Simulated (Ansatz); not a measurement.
Ansatz (a program for electronic structure) input (CCSD(T)/aug-cc-pVDZ):

Ansatz 0.2 input:
```yaml
crystal:
  periodic: [false, false, false]
  atoms:
    - {symbol: B, position_ang: [0.10913323, 0.00036412, -0.00122332]}
    - {symbol: C, position_ang: [1.56102088, 0.00520833, -0.01749817]}
    - {symbol: O, position_ang: [-0.71496782, 0.75706920, -0.92824824]}
    - {symbol: O, position_ang: [-0.68891359, -0.76175324, 0.94398497]}
    - {symbol: H, position_ang: [2.15667595, -0.65449753, 0.60977844]}
    - {symbol: H, position_ang: [2.13805050, 0.66882683, -0.65791993]}
    - {symbol: H, position_ang: [-1.49660770, 1.06251640, -0.45727815]}
    - {symbol: H, position_ang: [-1.47885889, -1.07244401, 0.49063147]}
basis:
  gaussian:
    orbitals: aug-cc-pVDZ
total_charge: -1
magnetization: {spin_polarized: false}
correlation: {method: ccsd_t, electrons: outside_noble_gas}
output: {forces: true}
```

Output:

```
Functional definition: HF
integrals: 0.27 GiB planned
1240 factors; integrals over basis functions are off by at most 6.3e-4 eV
mean field: 0.48 GiB planned
mean field evaluation 1: about -5838.7324 eV, gradient 3.6e1 eV
mean field evaluation 2: about -5838.7331 eV, gradient 3.6e1 eV
mean field evaluation 4: about -5842.1367 eV, gradient 3.3e0 eV
mean field evaluation 8: about -5842.1872 eV, gradient 1.1e-1 eV
mean field evaluation 16: about -5842.1826 eV, gradient 7.3e-1 eV
mean field -5842.18735424 eV, -214.6964252914 hartree, gradient 2.3e-6 eV, S^2 0.000000; 0 other end points of the search recorded, 0 dependent functions left out
4 core orbitals not correlated
reference -5842.18735424 eV, -214.6964252914 hartree; 12, 12 occupied and 112, 112 virtual orbitals, 1240 factors
densities: 1.49 GiB planned
second order -17.86120110 eV of doubles, -0.00000000 eV of singles
coupled cluster: 0.82 GiB planned
cycle   1  -17.97287787 eV  change   -1.1e-1 eV  update   1.0e-1
cycle   2  -18.38386430 eV  change   -4.1e-1 eV  update   3.0e-2
cycle   3  -18.50174842 eV  change   -1.2e-1 eV  update   1.7e-2
cycle   4  -18.49716594 eV  change    4.6e-3 eV  update   4.6e-3
cycle   5  -18.49400119 eV  change    3.2e-3 eV  update   2.5e-3
cycle   6  -18.49483137 eV  change   -8.3e-4 eV  update   9.9e-4
cycle   7  -18.49493800 eV  change   -1.1e-4 eV  update   5.4e-4
cycle   8  -18.49472711 eV  change    2.1e-4 eV  update   2.5e-4
cycle   9  -18.49472875 eV  change   -1.6e-6 eV  update   1.0e-4
cycle  10  -18.49481561 eV  change   -8.7e-5 eV  update   4.4e-5
cycle  11  -18.49477687 eV  change    3.9e-5 eV  update   1.9e-5
cycle  12  -18.49477933 eV  change   -2.5e-6 eV  update   8.6e-6
cycle  13  -18.49478605 eV  change   -6.7e-6 eV  update   3.4e-6
cycle  14  -18.49478646 eV  change   -4.2e-7 eV  update   1.4e-6
perturbative correction -0.62631723 eV, -0.0230167336 hartree
the calculation of the forces begins
Total energy: -5861.30845793 eV, -215.3991128913 hartree
Atom 0 at     0.109133     0.000364    -0.001223 Å, force    -0.467029    -0.001558     0.005235 eV/Å
Atom 1 at     1.561021     0.005208    -0.017498 Å, force     0.499063     0.001665    -0.005594 eV/Å
Atom 2 at    -0.714968     0.757069    -0.928248 Å, force    -0.131876     0.267987    -0.517706 eV/Å
Atom 3 at    -0.688914    -0.761753     0.943985 Å, force    -0.118447    -0.268822     0.520512 eV/Å
Atom 4 at     2.156676    -0.654498     0.609778 Å, force     0.279201    -0.317939     0.304314 eV/Å
Atom 5 at     2.138050     0.668827    -0.657920 Å, force     0.270182     0.319772    -0.310472 eV/Å
Atom 6 at    -1.496608     1.062516    -0.457278 Å, force    -0.164307     0.032538     0.122290 eV/Å
Atom 7 at    -1.478859    -1.072444     0.490631 Å, force    -0.166786    -0.033642    -0.118578 eV/Å
Dipole moment:    -0.977626    -0.003262     0.010959 e Å
```

It need not be the lowest isomer of its formula. Whether it binds its extra electron was not tested at this geometry.
